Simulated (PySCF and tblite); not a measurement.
The numbers below are computed, except where a source is named.
## Barrier and rate of a rotation

System: C₄H₇FSe₂, numbered as in [CH2:1]=[C:2]([CH2:3][F:4])[Se:5][Se:6][CH3:7].

Motion: rotation about the Se5–Se6 bond (torsion C2–Se5–Se6–C7 from -85° to 87°, rising). The path came from a restrained scan, a climbing-image band and a saddle search at GFN2-xTB; energies are PBE0/pcSseg-1 + D3(BJ)//GFN2-xTB, thermal terms GFN2-xTB. Rate constants are transition-state-theory values, counting equivalent paths, without tunnelling. (PySCF 2.14 with density fitting, tblite 0.8.)

| point | symmetry | E(GFN2) kcal/mol | E(DFT) kcal/mol | ZPE change kcal/mol | lowest mode cm⁻¹ | dipole D |
| --- | --- | --- | --- | --- | --- | --- |
| start | C1 | 0.0 | 0.0 | 0.00 | 29 | 1.66 |
| saddle | C1 | 6.2 | 9.0 | 0.03 | 70i | 1.24 |
| end | C1 | -0.3 | 2.0 | -0.02 | 27 | 1.89 |

```json
{
  "Electronic barrier": "9.0 kcal/mol",
  "Barrier with zero-point energy": "9.1 kcal/mol",
  "ΔH‡ (298 K)": "8.4 kcal/mol",
  "ΔS‡ (298 K, symmetry apart)": "-4.6 cal/(mol K)",
  "Paths": "1 equivalent path",
  "End point": "a different minimum",
  "Mean lifetime of the start against this motion at 298 K": "2.5 µs",
  "Cost": "110 s on 1 thread of Arm Neoverse V2, shared host (rough), peak memory 0.99 GiB, launched as `OMP_NUM_THREADS=1 python ens_run.py task.json out`"
}
```

| T/K | ΔG‡ kcal/mol | k s⁻¹ | ΔG kcal/mol | k back s⁻¹ |
| --- | --- | --- | --- | --- |
| 150 | 9.4 | 0.073 | 2.0 | 63 |
| 200 | 9.5 | 174 | 2.0 | 2.9×10⁴ |
| 250 | 9.7 | 1.9×10⁴ | 2.0 | 1.2×10⁶ |
| 298 | 9.8 | 4×10⁵ | 2.1 | 1.3×10⁷ |
| 350 | 10.0 | 4.3×10⁶ | 2.1 | 8.5×10⁷ |
| 400 | 10.2 | 2.4×10⁷ | 2.1 | 3.3×10⁸ |
| 500 | 10.5 | 2.7×10⁸ | 2.1 | 2.2×10⁹ |

ΔG and ΔG‡ leave out symmetry numbers and mirror images; rates count paths: 1 out, 1 back.

Spin–orbit effects of heavy atoms on shieldings are missing.
